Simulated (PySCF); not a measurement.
# Computed records: BH$_{3}$NOSi

Calculation on a computer-drawn molecule: optimised geometry and harmonic frequencies of an isolated molecule of the commonest isotopes, restricted reference for singlets and unrestricted otherwise, frozen core in MP2. Program: PySCF 2.14.0.

## BH$_{3}$NOSi

Start structure:
```xyz
7
BH3NOSi
B      1.5239    -1.2794    -2.0589
O      1.2485    -0.3815    -1.1943
Si     0.8399     0.7214    -0.0445
N      0.2270     0.5288     1.3948
H      2.5736    -1.9285    -2.1627
H      1.2403     1.9110    -0.6385
H     -0.0583    -0.3875     1.7765
```

Settings of this run: charge 0, multiplicity 2, method HF and basis cc-pV(D+d)Z.

Results for BH$_{3}$NOSi: rotational constants 21.04, 4.074, 3.413 GHz; total energy -444.6697 hartree; spin squared 0.7534; convergence status largest gradient component 3.54e-05 hartree/bohr.

Drawn bonds:
```csv
atom,other atom,order
1,2,1
2,3,1
3,4,2
1,5,1
3,6,1
4,7,1
```

Optimised structure:
```xyz
7
BH3NOSi
B      1.6738    -1.5400    -1.4573
O      1.6110    -0.2137    -1.2270
Si     0.9242     0.7592    -0.0932
N      0.0775     0.4580     1.1728
H      2.2752    -1.9863    -2.3979
H      1.2594     2.1199    -0.4836
H     -0.2261    -0.4129     1.5586
```

Modes:
```csv
frequency (cm⁻¹),reduced mass (dalton)
70.85,3.325
158.3,4.053
251.8,1.183
379.2,3.544
533.9,1.757
599.5,1.532
761.3,4.502
765,1.066
956.4,1.089
1083,1.377
1295,7.168
1364,10.25
2462,1.044
2679,1.093
3883,1.081
```
